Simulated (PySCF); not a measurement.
Isomers of C6H10FN, from PBE0-D3(BJ)/def2-SVP geometry optimisation, gas phase (PySCF 2.14.0). One conformer each, no zero-point energy, no frequencies.

Task: Which is lower in electronic energy at this level?
A. `[H]/[N:7]=[C:6]1\[CH2:5][CH2:4][C@:2]([CH3:1])([F:3])[CH2:8]1` with C1–C2–C4–C5 -168°, C2–C4–C5–C6 35°, C4–C5–C6–N7 163°, C5–C6–C8–C2 -8°: A = 3768, B = 1557, C = 1426 MHz, dipole 2.55 D
B. `[CH2:1]=[N:2][CH2:3][C@@H:4]1[CH2:5][CH2:6][C@@H:7]1[F:8]` with C1–N2–C3–C4 129°, N2–C3–C4–C5 40°, C3–C4–C5–C6 -99°, C4–C5–C6–C7 -17°, C5–C6–C7–F8 138°, C3–C4–C7–C6 100°: A = 2876, B = 1825, C = 1508 MHz, dipole 1.00 D

Result: A. That is `[C@@]1(C)(C/C(=N/[H])CC1)F`, 35.1 kcal/mol below the other.

| SMILES | mapped SMILES | E (Eh) | relative (kcal/mol) | relative (kJ/mol) | dipole (D) |
| --- | --- | --- | --- | --- | --- |
| [H]/N=C1\CC[C@](C)(F)C1 | [H]/[N:7]=[C:6]1\[CH2:5][CH2:4][C@:2]([CH3:1])([F:3])[CH2:8]1 | -388.54150 | 0.0 | 0.0 | 2.55 |
| C=NC[C@@H]1CC[C@@H]1F | [CH2:1]=[N:2][CH2:3][C@@H:4]1[CH2:5][CH2:6][C@@H:7]1[F:8] | -388.48551 | 35.1 | 147.0 | 1.00 |

As drawn, the lower has an N–H bond, which the higher lacks; the higher has a four-membered ring, which the lower lacks.
